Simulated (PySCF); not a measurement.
# Where the electron goes

Compound: C₅H₅F₃O.
Structure used (GFN2-xTB), in Å, numbered top down from 1:
```xyz
14
C5H5F3O angstrom
C     -0.6167    1.4345    0.2246
C     -0.0514    0.0199    0.3476
C      1.2351   -0.1327   -0.4248
C      2.3316   -0.6034    0.0786
O      3.3259   -0.9967    0.5268
C     -1.0689   -0.9876   -0.1902
F     -2.2482   -0.9071    0.4457
F     -1.3263   -0.8114   -1.4940
F     -0.6479   -2.2534   -0.0503
H     -1.5404    1.5231    0.7917
H      0.1037    2.1500    0.6107
H     -0.8216    1.6699   -0.8174
H      0.1112   -0.2364    1.3987
H      1.2132    0.1310   -1.4699
```

Computed with TDDFT B3LYP/def2-SVPD, vertical, gas phase, core orbitals frozen in the response in PySCF 2.14.0, density-fitted response routines.

Frontier orbitals with the atoms that hold most of them (Löwdin shares over 4%, at most four atoms; ? is withheld):

```json
{"orbital": "HOMO-3", "ε (eV)": "-11.18", "atoms": "C1 27%, C2 26%, F9 13%, O5 7%"}
{"orbital": "HOMO-2", "ε (eV)": "-10.59", "atoms": "C1 23%, C2 20%, C3 11%, H12 11%"}
{"orbital": "HOMO-1", "ε (eV)": "-10.47", "atoms": "?"}
{"orbital": "HOMO", "ε (eV)": "-7.09", "atoms": "?"}
{"orbital": "LUMO", "ε (eV)": "?", "atoms": "C4 39%, O5 32%, C3 13%, H14 6%"}
{"orbital": "LUMO+1", "ε (eV)": "0.14", "atoms": "C4 28%, C1 11%, O5 11%, H13 8%"}
{"orbital": "LUMO+2", "ε (eV)": "0.72", "atoms": "C4 20%, C1 14%, O5 14%, H10 8%"}
```

(1) Which atoms hold the HOMO, and with what shares?

(2) Which atoms hold the HOMO-1, and with what shares?

(3) What is the LUMO energy, and the HOMO–LUMO gap?

## Answers

(1) C3 (bonded to 2 C and H) 39%; O5 (bonded to C) 22%; C4 (bonded to C and O) 21%; C2 (bonded to 3 C and H) 5%. By element: carbon 66% or more, oxygen 22%.

(2) C1 (bonded to C and 3 H) 19%; C2 (bonded to 3 C and H) 17%; H11 (bonded to C) 12%; C6 (bonded to C and 3 F) 12%. By element: carbon 48% or more, hydrogen 12% or more.

(3) ε(LUMO) = -1.67 eV; the gap is 5.42 eV (0.1993 hartree).

How does S1 compare with the orbital gap of 5.42 eV?

S1 is at 3.71 eV (f = 0.0000), 1.71 eV below the gap, made of HOMO→LUMO (100%). 

One configuration dominates each of S1, S2 and S7. Which, and how do the shares of the two leading atoms of either orbital change from the occupied to the empty one?

- S1 (3.71 eV, f 0.0000), HOMO→LUMO (100%): C3 39% → 13%, O5 22% → 32%, C4 21% → 39%
- S2 (6.22 eV, f 0.014), HOMO→LUMO+1 (95%): C3 39% → at most 9%, O5 22% → 11%, C4 21% → 28%, C1 at most 6% → 11%
- S7 (7.91 eV, f 0.0072), HOMO-1→LUMO (84%): C1 19% → at most 6%, C2 17% → at most 6%, C4 at most 12% → 39%, O5 at most 12% → 32%

Löwdin shares depend on the basis, the more so with diffuse functions.

One conformer stands for the species.
